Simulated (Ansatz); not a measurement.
Ansatz (a program for electronic structure) input (RI-MP2/cc-pVQZ):
A basis named .json is the Basis Set Exchange file of that set.

Ansatz 0.2 input:
```yaml
crystal:
  periodic: [false, false, false]
  atoms:
    - {symbol: C, position_ang: [1.58435178, -1.06342661, -0.83563525]}
    - {symbol: C, position_ang: [0.86420597, -0.22815173, 0.17196335]}
    - {symbol: C, position_ang: [1.68422006, 0.70210177, 1.00488254]}
    - {symbol: C, position_ang: [-0.61878987, 0.04178093, -0.00650249]}
    - {symbol: C, position_ang: [-1.36283582, -1.21535707, -0.48563152]}
    - {symbol: C, position_ang: [-0.80635674, 1.15525097, -1.06442814]}
    - {symbol: C, position_ang: [-1.26547002, 0.50593126, 1.30876715]}
    - {symbol: H, position_ang: [1.10040918, -2.02631511, -1.00883085]}
    - {symbol: H, position_ang: [1.64390382, -0.56800946, -1.81857188]}
    - {symbol: H, position_ang: [2.61074461, -1.25784108, -0.52120477]}
    - {symbol: H, position_ang: [1.26365490, 0.85963603, 1.99969877]}
    - {symbol: H, position_ang: [1.77223963, 1.70078435, 0.54658713]}
    - {symbol: H, position_ang: [2.70025058, 0.32449672, 1.12834156]}
    - {symbol: H, position_ang: [-2.43355125, -1.01302271, -0.55377064]}
    - {symbol: H, position_ang: [-1.02637958, -1.53686193, -1.47145842]}
    - {symbol: H, position_ang: [-1.21897131, -2.04465825, 0.21010096]}
    - {symbol: H, position_ang: [-0.38792934, 0.85760966, -2.02744335]}
    - {symbol: H, position_ang: [-1.86812778, 1.36859880, -1.21147068]}
    - {symbol: H, position_ang: [-0.31875575, 2.08050007, -0.75261165]}
    - {symbol: H, position_ang: [-2.34001442, 0.64057472, 1.17006202]}
    - {symbol: H, position_ang: [-0.85701016, 1.45734751, 1.64992768]}
    - {symbol: H, position_ang: [-1.11641541, -0.23161641, 2.10015031]}
basis:
  gaussian:
    orbitals: cc-pVQZ
    fitting: {mean_field: def2-universal-jkfit, correlation: cc-pVQZ-RIFIT.json}
magnetization: {spin_polarized: true, initial_magnetization: 1}
correlation: {method: mp2, electrons: outside_noble_gas}
```

End of the output:

```
integrals: 3.45 GiB planned
795 factors; integrals over basis functions are off by at most 3.9e0 eV
3.21 GiB of device memory are held for the factors and their scratch space
mean field: 6.98 GiB planned
mean field evaluation 1: about -7445.4737 eV, gradient 3.4e1 eV
mean field evaluation 2: about -7451.4592 eV, gradient 1.4e1 eV
mean field evaluation 4: about -7452.6974 eV, gradient 1.3e0 eV
mean field evaluation 8: about -7452.7142 eV, gradient 2.1e-6 eV
mean field -7452.71424088 eV, -273.8821967211 hartree, gradient 2.1e-6 eV, S^2 0.764824; 0 other end points of the search recorded, 0 dependent functions left out
7 core orbitals not correlated
1749 factors; their error is unknown
reference -7452.71424088 eV, -273.8821967211 hartree; 22, 21 occupied and 806, 807 virtual orbitals, 1749 factors
second order -35.06645364 eV of doubles, -0.00000000 eV of singles
Total energy: -7487.78069452 eV, -275.1708651236 hartree
```

It need not be the lowest isomer of its formula.
